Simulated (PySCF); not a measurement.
CH2InNO3, SMILES O=C=[N][In]([OH])[OH]. Atoms are numbered in the order given.

```xyz
8

In     0.0159    -0.5830     0.0000
N     -0.5827     1.3809     0.0000
C     -0.2400     2.5395     0.0000
O      0.0336     3.6823     0.0000
O      1.9505    -1.0462     0.0000
H      2.4957    -0.2454     0.0000
O     -1.4176    -1.9562     0.0000
H     -2.2885    -1.5316     0.0000
```
Charge 0, spin multiplicity 1.

Geometry: B3LYP-D3(BJ)/def2-SVP. The structure was generated by enumeration; whether it is a known compound was not checked. The def2 effective core potentials stand for the cores of In; spin–orbit coupling is left out. The values are those of a single conformer.

Method: HF/def2-TZVP in PySCF.

Symmetry labels are those of the subgroup Cs that the program uses (full group Cs).

Question: List the valence orbital energies around the gap with their symmetry. (Estimate from the structure and the level; the computed values follow.)

Answer: 
```csv
orbital,symmetry,energy (eV)
HOMO−7,A',-17.31
HOMO−6,A',-17.13
HOMO−5,A',-14.18
HOMO−4,A',-13.86
HOMO−3,A",-13.85
HOMO−2,A",-13.44
HOMO−1,A",-12.02
HOMO,A',-12.01
LUMO,A',0.91
LUMO+1,A",1.09
LUMO+2,A',1.86
LUMO+3,A',2.41
```
